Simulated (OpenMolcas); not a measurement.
Fe3+.

```yaml
Program: OpenMolcas 26.06
Method: CASSCF
Basis: ANO-RCC-VQZP [7s6p4d3f2g1h]
Scalar_Hamiltonian: DKH2, point nucleus
Active_space: 5 electrons in 10 orbitals (3d 4d)
State_averaging: 2S+1 = 6 even, 1 root; 2S+1 = 4 even, 24 roots; 2S+1 = 2 even, 53 roots
Spin-orbit_coupling: state interaction with AMFI integrals over the reference wave functions, term energies averaged over their components
```

Levels without dynamic correlation, in cm-1 above 3d5 6S 5/2:

```
            Level      E
       3d5 4D 7/2  45302
       3d5 4G 5/2  36411
       3d5 4P 5/2  41689
      3d5 2I 11/2  51909
3d5 2D 5/2 [67 %]  58210
```

On this reference, MS-CASPT2, IPEA 0.25 Eh, imaginary shift 0.1 Eh (closed shells correlated: 3s 3p) puts 3d5 4D 7/2 at 40170 cm-1.

Problem. Estimate the other levels at that method by one scale factor, and say how well it serves.

Solution. The factor is 40170 / 45302 = 0.887. Scaled values beside those that MS-CASPT2 gives and measured ones (Corliss and Sugar, J. Phys. Chem. Ref. Data 11, 135 (1982)):
```json
{"Level": "3d5 4G 5/2", "Scaled": "32297", "MS-CASPT2": "33380", "Miss (%)": "-3.2", "Measured": ""}
{"Level": "3d5 4P 5/2", "Scaled": "36978", "MS-CASPT2": "36900", "Miss (%)": "+0.2", "Measured": "35254"}
{"Level": "3d5 2I 11/2", "Scaled": "46043", "MS-CASPT2": "48740", "Miss (%)": "-5.5", "Measured": ""}
{"Level": "3d5 2D 5/2 [67 %]", "Scaled": "51632", "MS-CASPT2": "51820", "Miss (%)": "-0.4", "Measured": "49542"}
```
For these levels the scaled values miss MS-CASPT2 by up to 5.5 %, as correlation changes each term by its own factor, spin-orbit parts do not scale and CASPT2 has its own spread within terms. This holds within one configuration; levels of others move differently, and the target method has errors of its own against measurement.

Term energies are means over components that CASPT2 splits; among the terms shown or strongly mixed into the levels shown the widest spread is 710 cm-1 (3d5 2I, MS-CASPT2). Active for correlation alone: 4d; no level in the range computed is led by a configuration that fills it, so any true level of that kind is missing. Without dynamic correlation excited terms often stand tens of per cent too high (terms of higher spin than the ground term too low), and those without a measured partner can miss by more than the paired ones (holds for CASSCF). Measured partners are found by configuration, term and J. A level has none where our copy of the source lacks it or the pairing is in doubt (some pairs that miss far off the trend of their configuration count as doubtful), and it then counts in no deviation. Only configurations of the active space appear.

A share in square brackets marks a mixed level and gives the weight of the term that names it, the lowest over the columns.
